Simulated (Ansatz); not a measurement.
Which is lower?

The two ends of one reaction step of GaH₂Cl₃, singlet (PBE0-D4/def2-TZVP).

A:

```csv
atom,x (Å),y (Å),z (Å)
Ga1,0.0165,0.7033,-0.5000
H2,1.4277,1.1168,-0.9748
Cl3,-1.0561,-0.9095,-1.4650
Cl4,-1.2298,1.9786,0.6810
H5,0.0525,-1.8655,0.8094
Cl6,0.7891,-1.0238,1.4495
```

B:

```
6
angstrom
Ga -0.8025 0.0212 0.1548
H 1.6722 0.2237 -0.5911
Cl -1.2981 -0.5027 -1.8342
Cl -0.7381 2.0591 0.7192
H 1.7463 -0.3121 -0.0698
Cl -0.5798 -1.4892 1.6213
```

Ansatz 0.2.0; basis: def2-TZVPP; cores frozen in the correlated methods. Filled d shells of the heavier atoms are correlated. The def2 sets are not built for correlating such inner shells, so the correlated values are less sure here. B3LYP uses VWN-RPA correlation.

Q: Which structure is lower at CCSD(T), and by how much? (To be estimated.)

A: By the calculation: B, by 63.3 kJ/mol (electronic energy, against the other). By their contacts, A is GaH₂Cl₃ ([Cl][GaH]([Cl])[ClH]) and B is a complex of GaCl₃ ([Cl][Ga]([Cl])[Cl]) + H₂.

All methods give the same order:

```csv
method,E(B) − E(A) (kJ/mol)
SPW92,-41.4
PBE-D4,-57.0
BLYP-D4,-60.0
r2SCAN-D4,-63.1
B97M-V,-55.6
PBE0-D4,-59.1
B3LYP-D4,-60.8
r2SCAN0-D4,-63.7
BHLYP-D4,-63.3
CAM-B3LYP-D4,-57.4
wB97X-V,-60.7
wB97M-V,-58.8
B2PLYP,-64.7
PBE-QIDH,-64.2
RPA on PBE,-60.1
HF,-73.3
MP2,-68.4
CCSD,-62.6
CCSD(T),-63.3
```

The T1 diagnostic stays at or below 0.011.

Labels in which every atom is bracketed show which atoms are joined, not bond orders.

For scale, one of the runs: CCSD(T)/def2-TZVPP, 202 basis functions, launched by `ansatz run in.yaml --threads 4 --pin off --events-out ev --progress --plain --max-ram 9574MiB`. Time: 50 s of wall clock on 4 CPU threads of an Arm Neoverse V2; the host was shared. Peak host memory: 2.3 GiB.
